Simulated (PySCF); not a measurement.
VO₂Cl, SMILES [O]=[V](=[O])[Cl], multiplicity 1. The structure is a stationary point at PBE-D3(BJ)/def2-SVP. The multiplicity is an assumed one; other spin states were not compared.

**Question.** Give the equilibrium geometry at PBE-D3(BJ)/def2-SVP (PySCF confirms it by a frequency run) as Cartesian coordinates in Å, and its point group. (An estimate is asked for; the answer gives what the named calculation found.)

**Answer.** point group Cs.
```xyz
4

V      0.4346     0.2396     0.0000
O      1.2128    -0.2534     1.2877
O      1.2128    -0.2534    -1.2877
Cl    -1.7295    -0.0857     0.0000
```
